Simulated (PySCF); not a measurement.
BrHMoOS₂, multiplicity 1. Atoms are numbered in the order given.

```xyz
6

Mo     0.4471     0.2066     0.0000
S      1.2685    -0.7343    -1.7052
S      1.2685    -0.7343     1.7052
Br    -1.9511    -0.1056     0.0000
O      0.8988     2.0023     0.0000
H      1.7275     2.5002     0.0000
```

Geometry optimised at B3LYP-D3(BJ)/def2-SVP. The geometry has at least one imaginary mode, so it is a saddle point at that level. The spin state was assumed, not searched. The def2 effective core potentials stand for the cores of Mo; spin–orbit coupling is left out. One conformer was computed; it need not be the lowest.

The numbers are results of r2SCAN/def2-TZVP (PySCF), not measurements.

Isolated molecule, no solvent.

Task: Estimate the frontier levels, gap, dipole moment and polarisability. (The exact figures need the calculation; the answer reports its results.)

Result: 
The highest occupied level is -6.61 eV and the lowest empty level comes out as -4.26 eV. The orbital gap comes out as 2.34 eV. The dipole moment is 2.27 D and the quadrupole, principal values (traceless, Buckingham form, about the centre of nuclear charge) is -5.96, -5.48, 11.44 D·Å. The mean static polarisability is 106.3 bohr³ (15.76 Å³) and the polarisability, principal values comes out as 83.7, 115.9, 119.3 bohr³.
